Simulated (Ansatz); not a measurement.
Stepwise reaction of `C[CH](C)[SnH]([CH](C)C)[CH](C)C` with hydrogen, as a gas-phase model of exchange steps in deposition or etching. ΔE in kJ/mol.

Computed with Ansatz on PBE0-D4/def2-TZVP structures; ΔE is electronic, products minus reactants. CCSD(T)/CBS adds triple-zeta CCSD(T) − MP2 to the extrapolated MP2 energy (def2 sets, frozen cores). This one scheme is used for every species. DFT in def2-TZVPP. B3LYP here is the variant with VWN-RPA as its local correlation; programs differ in this. Elements past krypton have def2 core potentials. For Sn outer-core shells are correlated without core-valence functions, which leaves a few kJ/mol of doubt a bond. One conformer a species, not always the lowest.

```tsv
step	reaction	PBE-D4	B3LYP-D4	ωB97M-V	CCSD(T)/CBS
2	`C[CH](C)[SnH2][CH](C)C` + H₂ → `C[CH](C)[SnH3]` + `CCC`	-47.0	-51.9	-52.6	-40.0
3	`C[CH](C)[SnH3]` + H₂ → `[SnH4]` + `CCC`	-47.2	-52.6	-53.5	-41.2
```

(1) Give the row of step 1, `C[CH](C)[SnH]([CH](C)C)[CH](C)C` + H₂ → `C[CH](C)[SnH2][CH](C)C` + `CCC`. (Best estimate.)

(2) By hand: ΔE of the 3 steps together at CCSD(T)/CBS.

Answers

(1) The calculation gave: 
| step | reaction | PBE-D4 | B3LYP-D4 | ωB97M-V | CCSD(T)/CBS |
| --- | --- | --- | --- | --- | --- |
| 1 | `C[CH](C)[SnH]([CH](C)C)[CH](C)C` + H₂ → `C[CH](C)[SnH2][CH](C)C` + `CCC` | -45.4 | -50.0 | -49.9 | -37.2 |

(2) (-37.2) + (-40.0) + (-41.2) = -118.4 kJ/mol, or -39.5 kJ/mol a step.

In ΔE the steps differ by no more than 4.0 kJ/mol. All are downhill at CCSD(T)/CBS. PBE-D4 differs from CCSD(T)/CBS by -8.2 to -6.0 kJ/mol a step. Isolated molecules leave out the surface, adducts and barriers. Largest T1 diagnostic: 0.013.
